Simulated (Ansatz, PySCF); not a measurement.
The pair A = HCl (SMILES Cl) (first 2 atoms), B = H2 (SMILES [H][H]); geometry from B3LYP-D3(BJ)/def2-TZVP.
(charge 0, multiplicity 1):
| atom | x (Å) | y (Å) | z (Å) |
|---|---|---|---|
| Cl | -0.1180 | -0.5884 | -0.7213 |
| H | -0.0738 | -0.4022 | 0.5470 |
| H | -0.3529 | 0.0270 | 2.8010 |
| H | 0.3656 | -0.1700 | 2.8040 |

Correlated levels freeze the cores. CBS(a, b) extrapolates the correlation energy as X⁻³ and adds the Hartree–Fock energy of set b.

Run with Ansatz (an electronic-structure program); PySCF for the dispersion terms. Each number belongs to the level named beside it.

The monomers are drawn apart, rigid, along the line of their centres of mass. Counterpoise-corrected interaction energies (kcal/mol):

```
level                                          R = 4.453 Å  R = 5.377 Å
---------------------------------------------  -----------  -----------
PBE/def2-TZVPPD                                    -0.2604      -0.0745
PBE-D3(BJ)/def2-TZVPPD                             -0.3713      -0.1112
wB97M-V/def2-TZVPPD                                -0.2405      -0.0880
CCSD(T)/CBS(aug-cc-pV(T+d)Z, aug-cc-pV(Q+d)Z)      -0.2667      -0.0892
```

Task: R is the distance of the centres of mass. Find the local exponent m of E ∝ R⁻ᵐ between the two points.

Result: 
m = ln(E₁/E₂)/ln(R₂/R₁): PBE/def2-TZVPPD 6.6; PBE-D3(BJ)/def2-TZVPPD 6.4; wB97M-V/def2-TZVPPD 5.3; CCSD(T)/CBS(aug-cc-pV(T+d)Z, aug-cc-pV(Q+d)Z) 5.8. For scale, two fixed dipoles give m = 3, dipole and quadrupole 4, quadrupoles 5, and dispersion or dipole-induced dipole 6 at long range; at these distances several terms mix, and what is left of overlap and damping shifts m, so it need not match one of them.
